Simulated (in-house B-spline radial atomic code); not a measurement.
Values are calculated unless marked as measured or tabulated.
**Sr in an electron gas of r_s = 2.2: phase shifts, screening, friction and resistivity**

A nucleus sits in a uniform electron gas with a rigid positive background. The Kohn-Sham equations are solved self-consistently in the spin-unpolarised LDA (PW92), non-relativistic, on B-splines with outgoing waves at the boundary and partial waves to l = 8. The model has no lattice, no bands and no magnetic solution. Atomic units; δ_l are the phase shifts at the Fermi level, counted so that each bound state adds π, and good to about 0.0005.

The density parameter is r_s = 2.2 bohr, near that of the valence electrons of Ga (3 per atom, density 5.91 g/cm³, mass 69.72 u, which gives r_s = 2.19).

```tsv
l	δ_l (rad)
0	11.4416
1	8.8695
2	4.2467
3	0.0475
4	0.0062
5	0.0011
6	0.0000
7	-0.0001
8	-0.0002
```

Bound levels below the band bottom (hartree): s -11.22, p -8.749, d -4.259, s -0.9431, p -0.3526 and deeper ones.

(1) Check the Friedel sum rule, and say where the screening charge sits.

(2) Find the transport cross section and the electronic stopping of a 10 keV Sr ion (mass 87.62 u).

(3) What residual resistivity would 1 atomic per cent of such centres give in Ga?

(4) On a substitutional site the background of one host ion, a sphere holding 3 charges, is taken out. The phase shifts for l = 0 to 4 become 11.1746, 8.6889, 3.5589, -0.0011, -0.0040. What follows?

## Answers

(1) k_F = (9π/4)^(1/3)/r_s = 0.87234. The rule is Z = (2/π) Σ (2l + 1) δ_l. The terms are s 7.284, p 16.939, d 13.518, f 0.212 and 0.040 beyond, in all 37.993 against Z = 38. Bound states hold 8 s, 18 p, 10 d electrons, so the scattering states carry 1.99 in all; where a term is smaller than its bound count, the bound level has drawn weight out of the band.

(2) σ_tr = (4π/k_F²) Σ (l + 1) sin²(δ_l − δ_(l+1)). The terms for l = 0 to 3 are 0.2907, 1.9840, 2.2769, 0.0068, all together 4.5586, so σ_tr = 16.513 × 4.5586 = 75.277 bohr². With n = 3/(4π r_s³) = 0.02242, the friction coefficient is Q = n k_F σ_tr = 1.4723. For v well below v_F = 0.872, dE/dx = Q v; with 24801 eV per u at v = 1, v = √(10000/(24801 × 87.62)) = 0.0678, so dE/dx = 0.09988 hartree/bohr = 51.4 eV/nm. The largest term couples the d and f waves.

(3) Δρ = k_F n_i σ_tr/n in atomic units of 21.74 μΩ·cm. With one host atom per 3 electrons, n_i/n = 0.01/3, so Δρ = 0.8723 × 0.00333 × 75.277 × 21.74 = 4.76 μΩ·cm. This is an atom added to the gas, as on an interstitial site.

(4) The Friedel sum is now 35.01, for Z − 3 = 35. The sum in σ_tr is 2.5383, so σ_tr = 41.92 bohr² and Δρ = 2.65 μΩ·cm per atomic per cent, 0.56 times the value above. A real host ion scatters too, so this model doesn't give zero even for the host's own atom.
